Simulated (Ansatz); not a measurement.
F3Fe, charge +2, sextet, at a GFN2-xTB geometry of the parent state (such geometries of metal compounds can be far from the true shape) (a state made from the parent by changing its charge; the spin is typed, not shown lowest); HF/STO-3G (Ansatz, a program for electronic structure).

The Ansatz input:
Ansatz 0.2 input:
```yaml
crystal:
  periodic: [false, false, false]
  atoms:
    - {symbol: Fe, position_ang: [0.08472023, -0.13889331, -0.36181054]}
    - {symbol: F, position_ang: [-1.48361108, -0.75442295, 0.36107140]}
    - {symbol: F, position_ang: [-0.08592716, 1.68288156, -0.24729449]}
    - {symbol: F, position_ang: [1.32479091, -0.52721126, 0.93145355]}
basis:
  gaussian:
    orbitals: STO-3G
hamiltonian:
  xc: hf
total_charge: 2
magnetization: {spin_polarized: false, initial_magnetization: 5}
```

The log (banner, timings and long lists left out):

```
Functional definition: HF
466 factors; integrals over basis functions are off by at most 4.7e-4 eV
mean field evaluation 1: about -41918.0257 eV, gradient 6.6e1 eV
mean field evaluation 2: about -41918.2181 eV, gradient 6.6e1 eV
mean field evaluation 4: about -41948.5631 eV, gradient 4.0e1 eV
mean field evaluation 8: about -41956.3842 eV, gradient 1.8e1 eV
mean field evaluation 16: about -41959.6860 eV, gradient 7.6e0 eV
mean field evaluation 32: about -41964.6473 eV, gradient 8.4e-3 eV
mean field evaluation 64: about -41938.8279 eV, gradient 2.9e1 eV
mean field evaluation 96: about -41935.2115 eV, gradient 2.9e1 eV
mean field evaluation 128: about -41936.7414 eV, gradient 3.7e1 eV
mean field evaluation 160: about -41936.8954 eV, gradient 3.7e1 eV
mean field evaluation 192: about -41887.2741 eV, gradient 4.2e1 eV
mean field evaluation 224: about -41925.5274 eV, gradient 3.0e1 eV
mean field evaluation 256: about -41884.3773 eV, gradient 3.9e1 eV
mean field evaluation 288: about -41910.5614 eV, gradient 3.5e1 eV
mean field evaluation 320: about -41874.3474 eV, gradient 3.3e1 eV
mean field evaluation 352: about -41964.6470 eV, gradient 2.7e-2 eV
mean field evaluation 384: about -41964.6447 eV, gradient 7.2e-2 eV
mean field evaluation 416: about -41961.1052 eV, gradient 1.9e-1 eV
mean field evaluation 448: about -41961.7726 eV, gradient 1.9e-3 eV
mean field evaluation 480: about -41964.6063 eV, gradient 9.9e-1 eV
mean field evaluation 512: about -41964.6347 eV, gradient 2.2e-1 eV
mean field evaluation 544: about -41964.6033 eV, gradient 4.7e-1 eV
mean field evaluation 576: about -41963.8841 eV, gradient 4.2e0 eV
mean field evaluation 608: about -41963.8963 eV, gradient 1.7e0 eV
mean field evaluation 640: about -41959.8085 eV, gradient 1.3e1 eV
mean field evaluation 672: about -41960.5387 eV, gradient 3.8e0 eV
mean field evaluation 704: about -41960.6758 eV, gradient 4.5e0 eV
mean field evaluation 736: about -41960.1700 eV, gradient 1.4e1 eV
mean field evaluation 768: about -41955.5279 eV, gradient 1.7e1 eV
mean field evaluation 800: about -41961.7898 eV, gradient 2.5e0 eV
mean field evaluation 832: about -41960.9926 eV, gradient 1.0e0 eV
mean field evaluation 864: about -41961.7671 eV, gradient 1.0e1 eV
mean field evaluation 896: about -41964.6463 eV, gradient 8.2e-3 eV
mean field evaluation 928: about -41961.5985 eV, gradient 8.4e0 eV
mean field evaluation 960: about -41964.6231 eV, gradient 2.0e-1 eV
mean field evaluation 992: about -41964.5103 eV, gradient 7.5e-1 eV
mean field evaluation 1024: about -41964.5426 eV, gradient 1.2e-1 eV
mean field evaluation 1056: about -41964.5707 eV, gradient 7.1e-1 eV
mean field evaluation 1088: about -41962.9559 eV, gradient 3.3e-1 eV
mean field evaluation 1120: about -41962.4570 eV, gradient 8.1e0 eV
mean field evaluation 1152: about -41963.4264 eV, gradient 1.8e0 eV
mean field evaluation 1184: about -41962.8715 eV, gradient 8.5e-1 eV
mean field evaluation 1216: about -41958.3558 eV, gradient 8.7e0 eV
mean field -41964.65944752 eV, -1542.1727900284 hartree, gradient 5.4e-6 eV, S^2 8.750000; 11 other end points of the search recorded, 0 dependent functions left out
reference -41964.65944752 eV, -1542.1727900284 hartree; 28, 23 occupied and 5, 10 virtual orbitals, 466 factors
Total energy: -41964.65944752 eV, -1542.1727900284 hartree
```
